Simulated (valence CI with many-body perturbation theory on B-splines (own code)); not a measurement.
## E1 line list for Sr XXVI

Computed by valence CI with perturbative core correlation (CI+MBPT): three valence electrons over a frozen Dirac-Fock core [Ne], a basis of 11 s, 11 p, 9 d, 7 f, 5 g, 2 h, 1 i functions for each j, with the one-electron correlation potential Σ1 (screened to all orders), the two-electron term Σ2, the three-electron term Σ3, Breit, model QED; selected single and double excitations, second order for the rest (own B-spline code, finite nucleus).

No measured levels were compared; by estimate levels of excited configurations hold to 0.05 to 0.15 % of their energy, terms of the ground configuration to about 0.5 %.

Lines 201 to 250 of 280 in falling wavelength, among levels below 2218900 cm⁻¹, chosen from the strongest by gf and those to the six lowest levels. Wavelengths and rates use the calculated energies, so an error of 600 cm⁻¹ moves a line at 110.5 Å by 0.066 % and its rate by three times that or more. Electric multipoles are in the length gauge, E1 and E2 with the static RPA response of the core. Weak lines are less certain than strong ones. Lines between different terms over intervals too small for the method are left out, as are lines whose strength nearly cancels. Where a level lies close to another of its J and parity, the split of strength between their lines is uncertain. The highest levels of a list are the least certain.

Names give the largest LS component (configuration and term), which can be under half, so a name can repeat, a term be missing and a line seem to break the LS rules; names also repeat where a configuration has a term twice. Letters in brackets count levels of one name in rising energy.

```
λ vac (Å)               Upper           Lower   A (s⁻¹)  S (a.u.)
    110.5      3s3p3d ⁴D°_1/2    3s3p² ⁴P_1/2  9.13e+10  1.22e-01
    110.1  3s3p3d ²F°_5/2 [a]    3s3p² ⁴P_3/2  8.82e+09  3.49e-02
    109.2    3p²3d ²F_5/2 [b]     3p³ ⁴S°_3/2  1.76e+10  6.79e-02
    109.1  3s3p3d ²P°_3/2 [a]    3s3p² ²D_3/2  6.37e+09  1.63e-02
    108.9      3s3p3d ⁴D°_5/2    3s3p² ⁴P_3/2  1.74e+10  6.63e-02
    108.8      3s3p3d ⁴P°_1/2    3s3p² ⁴P_3/2  6.43e+10  8.19e-02
    108.8      3s3p3d ⁴P°_3/2    3s3p² ⁴P_3/2  3.89e+10  9.88e-02
    108.8  3s3p3d ²D°_5/2 [a]    3s3p² ⁴P_5/2  1.17e+09  4.45e-03
    108.7        3s3d² ⁴F_5/2  3s3p3d ⁴F°_5/2  4.51e+10  1.72e-01
    108.1  3s3p3d ²F°_7/2 [b]    3s3p² ²D_5/2  3.40e+10  1.70e-01
    108.0    3p²3d ²F_5/2 [b]     3p³ ²D°_5/2  1.42e+10  5.29e-02
    107.5      3s3p3d ²D°_3/2    3s3p² ⁴P_3/2  1.68e+09  4.13e-03
    107.5  3s3p3d ²P°_1/2 [b]    3s3p² ²P_1/2  4.63e+10  5.68e-02
    107.1        3s²3d ²D_3/2   3s²3p ²P°_1/2  6.60e+10  1.60e-01
    107.0        3s3d² ⁴F_3/2  3s3p3d ⁴F°_3/2  4.39e+10  1.06e-01
    105.2         3p³ ²P°_3/2    3s3p² ⁴P_1/2  5.87e+08  1.35e-03
    103.9  3s3p3d ²D°_5/2 [a]    3s3p² ⁴P_3/2  1.52e+09  5.05e-03
    103.7        3p²3d ²D_5/2     3p³ ²D°_3/2  2.14e+10  7.09e-02
    102.1  3s3p3d ²P°_1/2 [a]    3s3p² ²D_3/2  1.81e+09  1.90e-03
    102.1  3s3p3d ²F°_5/2 [b]    3s3p² ²D_3/2  5.15e+10  1.62e-01
    101.8  3s3p3d ²F°_7/2 [a]    3s3p² ⁴P_5/2  1.14e+10  4.74e-02
    101.5        3s3d² ⁴F_7/2     3p³ ²D°_5/2  1.63e+10  6.74e-02
    101.1    3p²3d ²F_7/2 [b]     3p³ ²D°_5/2  2.75e+10  1.12e-01
    100.9      3s3p3d ⁴P°_1/2    3s3p² ⁴P_1/2  1.12e+08  1.14e-04
    100.9      3s3p3d ⁴P°_3/2    3s3p² ⁴P_1/2  3.96e+08  8.03e-04
    100.8    3p²3d ²F_5/2 [b]     3p³ ²D°_3/2  2.66e+10  8.06e-02
    99.98  3s3p3d ²P°_3/2 [a]    3s3p² ⁴P_5/2  1.25e+08  2.46e-04
    99.83      3s3p3d ²D°_3/2    3s3p² ⁴P_1/2  6.78e+09  1.33e-02
    99.24  3s3p3d ²P°_1/2 [b]    3s3p² ²D_3/2  7.80e+08  7.53e-04
    97.65  3s3p3d ²P°_3/2 [b]    3s3p² ²D_3/2  3.15e+08  5.78e-04
    97.01  3s3p3d ²D°_5/2 [b]    3s3p² ²D_3/2  3.18e+07  8.59e-05
    96.57  3s3p3d ²P°_3/2 [c]    3s3p² ²D_3/2  3.46e+09  6.15e-03
    95.87  3s3p3d ²P°_3/2 [a]    3s3p² ⁴P_3/2  2.64e+07  4.60e-05
    94.60  3s3p3d ²F°_7/2 [b]    3s3p² ⁴P_5/2  5.42e+09  1.81e-02
    94.03  3s3p3d ²F°_5/2 [b]    3s3p² ⁴P_5/2  5.30e+05  1.30e-06
    90.40  3s3p3d ²P°_1/2 [a]    3s3p² ⁴P_3/2  1.30e+08  9.51e-05
    90.39  3s3p3d ²F°_5/2 [b]    3s3p² ⁴P_3/2  1.32e+08  2.89e-04
    90.28  3s3p3d ²P°_3/2 [b]    3s3p² ⁴P_5/2  1.28e+08  1.86e-04
    89.73  3s3p3d ²D°_5/2 [b]    3s3p² ⁴P_5/2  1.10e+09  2.36e-03
    89.70  3s3p3d ²P°_3/2 [a]    3s3p² ⁴P_1/2  3.53e+09  5.03e-03
    89.36  3s3p3d ²P°_3/2 [c]    3s3p² ⁴P_5/2  5.37e+08  7.57e-04
    88.17  3s3p3d ²P°_1/2 [b]    3s3p² ⁴P_3/2  5.94e+07  4.02e-05
    86.92  3s3p3d ²P°_3/2 [b]    3s3p² ⁴P_3/2  3.98e+08  5.16e-04
    86.41  3s3p3d ²D°_5/2 [b]    3s3p² ⁴P_3/2  5.99e+08  1.14e-03
    86.06  3s3p3d ²P°_3/2 [c]    3s3p² ⁴P_3/2  1.07e+08  1.35e-04
    84.89  3s3p3d ²P°_1/2 [a]    3s3p² ⁴P_1/2  1.12e+09  6.78e-04
    82.92  3s3p3d ²P°_1/2 [b]    3s3p² ⁴P_1/2  2.12e+08  1.19e-04
    81.82  3s3p3d ²P°_3/2 [b]    3s3p² ⁴P_1/2  1.95e+08  2.11e-04
    81.05  3s3p3d ²P°_3/2 [c]    3s3p² ⁴P_1/2  1.49e+07  1.56e-05
    57.55        3p²3d ⁴F_3/2   3s²3p ²P°_3/2  7.18e+06  2.70e-06
```
